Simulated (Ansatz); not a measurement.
`C[S][GeH]([F])[F]` + CH₃NH₂ → `C[NH][GeH]([F])[F]` + CH₃SH at 700 K and 1 bar (ligand exchange at a Ge–S bond).

Calculated with Ansatz (gas phase, PBE0-D4/def2-TZVP geometries, no zero-point term in ΔE). CCSD(T)/CBS is the MP2 limit (def2-TZVPP, def2-QZVPP) plus CCSD(T) − MP2 in def2-TZVPP, frozen cores. This one scheme is used for every species. For Ge outer-core shells are correlated without core-valence functions, which leaves a few kJ/mol of doubt a bond. Scalar relativity is left out up to krypton. Each species was taken in one conformer, which may not be the lowest.

```csv
species,CCSD(T)/CBS energy (Eh),H − E (kJ/mol),S (J/(mol·K))
`C[S][GeH]([F])[F]`,-2714.02980,212.7,483.5
CH₃NH₂,-95.75281,207.6,296.6
`C[NH][GeH]([F])[F]`,-2371.54669,253.3,469.7
CH₃SH,-438.22835,160.2,309.0
```

H − E and S are ideal-gas, rigid-rotor, harmonic terms from PBE0-D4/def2-TZVP, for one conformer and one mirror image of each species. 1 Eh = 2625.50 kJ/mol, R = 8.31446 J/(mol·K).

Task: By hand: ΔE, ΔH, ΔS and ΔG.

Result: ΔE = (-2371.54669) + (-438.22835) − (-2714.02980) − (-95.75281) = 0.00757 Eh = 19.9 kJ/mol. Δ(H − E) = 253.3 + 160.2 − 212.7 − 207.6 = -6.8, so ΔH = 13.1 kJ/mol. ΔS = 469.7 + 309.0 − 483.5 − 296.6 = -1.4 J/(mol·K). ΔG = 13.1 − 700 × (-1.4)/1000 = 14.1 kJ/mol.

Task: By hand: the equilibrium constant, and the temperature at which ΔG would vanish if ΔH and ΔS stayed fixed.

Result: log₁₀ K = −ΔG/(RT ln 10) = -1.1. ΔH and −TΔS have one sign here, so there is no such temperature.

The number of gas molecules stays the same, so ΔS is small and ΔH decides. A doubt of 5 kJ/mol in ΔE shifts log₁₀ K by 0.4 here. Other conformers and mirror images would add mixing entropy, several J/(mol·K) or more a flexible species. Modes under 60 cm⁻¹, often nearly free rotors, make the harmonic entropy too high. These are equilibria of isolated gas molecules and say nothing of rates. Largest T1 diagnostic: 0.012 (customary marks: 0.02 for closed shells, 0.045 for open ones).

ΔS is within the doubt of such terms, so its sign, and with it that verdict, could turn.
